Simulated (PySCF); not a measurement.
C12H8, SMILES c1c2=CC=Cc2cc2c1C=CC=2. Atoms are numbered in the order given.

```xyz
20

C      0.0000     0.0000     3.4041
C      0.0000     1.1476     2.5772
C      0.0000     0.7263     1.2087
C      0.0000     1.4468     0.0000
C      0.0000     0.7263    -1.2087
C      0.0000    -0.7263    -1.2087
C      0.0000    -1.4468     0.0000
C      0.0000    -0.7263     1.2087
C      0.0000    -1.1476     2.5772
C      0.0000    -1.1476    -2.5772
C      0.0000     0.0000    -3.4041
C      0.0000     1.1476    -2.5772
H      0.0000     0.0000     4.5013
H      0.0000     2.1911     2.9220
H      0.0000     2.5494     0.0000
H      0.0000    -2.5494     0.0000
H      0.0000    -2.1911     2.9220
H      0.0000    -2.1911    -2.9220
H      0.0000     0.0000    -4.5013
H      0.0000     2.1911    -2.9220
```

The structure is a stationary point at PBE-D3(BJ)/def2-SVP.

Calculation: CAM-B3LYP/def2-SVP (PySCF).

Computed frontier levels, gap, dipole moment and polarisability:
```json
{
  "highest_occupied_level": "-6.62 eV",
  "lowest_empty_level": "-2.44 eV",
  "orbital_gap": "4.17 eV",
  "dipole_moment": "0.000 e·Å",
  "quadrupole, principal values (traceless, Buckingham form, about the centre of nuclear charge)": "-13.92, 2.88, 11.04 D·Å",
  "mean_static_polarisability": "161.8 bohr³ (23.98 Å³)",
  "polarisability_principal_values": "51.3, 132.0, 302.1 bohr³"
}
```
